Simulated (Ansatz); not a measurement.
Ansatz (a first-principles code) input (CCSD(T)/cc-pV(Q+d)Z):
A basis named .json is the Basis Set Exchange file of that set.

Ansatz 0.2 input:
```yaml
crystal:
  periodic: [false, false, false]
  atoms:
    - {symbol: C, position_ang: [-1.10617610, -1.37770322, -1.22192331]}
    - {symbol: Si, position_ang: [0.01380705, -0.51376570, -0.01752105]}
    - {symbol: C, position_ang: [0.38449679, -1.43231591, 1.55416269]}
    - {symbol: P, position_ang: [1.82883232, 0.40210522, -0.97411633]}
    - {symbol: P, position_ang: [-1.27916318, 1.31100594, 0.71266216]}
    - {symbol: H, position_ang: [-0.57205549, -2.24273670, -1.62458314]}
    - {symbol: H, position_ang: [-1.38264255, -0.74122906, -2.06338144]}
    - {symbol: H, position_ang: [-2.01459321, -1.74433552, -0.74116554]}
    - {symbol: H, position_ang: [1.00098099, -2.30036688, 1.30488889]}
    - {symbol: H, position_ang: [0.94339344, -0.82644634, 2.26840454]}
    - {symbol: H, position_ang: [-0.52406888, -1.79894277, 2.03464377]}
    - {symbol: H, position_ang: [1.09586028, 1.33441538, -1.75138947]}
    - {symbol: H, position_ang: [2.08686072, 1.29810882, 0.09415454]}
    - {symbol: H, position_ang: [-2.49823172, 1.05221005, 1.36217334]}
    - {symbol: H, position_ang: [-0.60149379, 2.14367999, 1.61408335]}
    - {symbol: H, position_ang: [-1.64226976, 2.18181014, -0.32415783]}
basis:
  gaussian:
    orbitals: cc-pV_Q+d_Z.json
total_charge: 1
magnetization: {spin_polarized: false}
correlation: {method: ccsd_t, electrons: outside_noble_gas}
```

End of the output:

```
integrals: 23.89 GiB planned
3705 factors; integrals over basis functions are off by at most 1.1e-3 eV
8.43 GiB of device memory are held for the factors and their scratch space
mean field: 7.98 GiB planned
mean field evaluation 1: about -28632.2869 eV, gradient 4.6e1 eV
mean field evaluation 2: about -28632.4630 eV, gradient 4.6e1 eV
mean field evaluation 4: about -28638.5251 eV, gradient 4.1e0 eV
mean field evaluation 8: about -28638.6243 eV, gradient 2.4e-1 eV
mean field evaluation 16: about -28637.3186 eV, gradient 2.0e1 eV
mean field -28638.62471114 eV, -1052.4500461773 hartree, gradient 8.7e-6 eV, S^2 0.000000; 0 other end points of the search recorded, 0 dependent functions left out
17 core orbitals not correlated
reference -28638.62471114 eV, -1052.4500461773 hartree; 16, 16 occupied and 599, 599 virtual orbitals, 3705 factors
second order -22.93771796 eV of doubles, -0.00000000 eV of singles
coupled cluster: 51.11 GiB planned
cycle   1  -24.16250502 eV  change    -1.2e0 eV  update   1.1e-1
cycle   2  -24.81141823 eV  change   -6.5e-1 eV  update   3.2e-2
cycle   3  -24.90798503 eV  change   -9.7e-2 eV  update   1.4e-2
cycle   4  -24.89860840 eV  change    9.4e-3 eV  update   4.0e-3
cycle   5  -24.89612580 eV  change    2.5e-3 eV  update   1.9e-3
cycle   6  -24.89597713 eV  change    1.5e-4 eV  update   5.7e-4
cycle   7  -24.89574087 eV  change    2.4e-4 eV  update   2.3e-4
cycle   8  -24.89576072 eV  change   -2.0e-5 eV  update   8.1e-5
cycle   9  -24.89580205 eV  change   -4.1e-5 eV  update   2.6e-5
cycle  10  -24.89579066 eV  change    1.1e-5 eV  update   1.0e-5
perturbative correction -1.07253233 eV, -0.0394148361 hartree
Total energy: -28664.59303413 eV, -1053.4043644453 hartree
```

It need not be the lowest isomer of its formula.
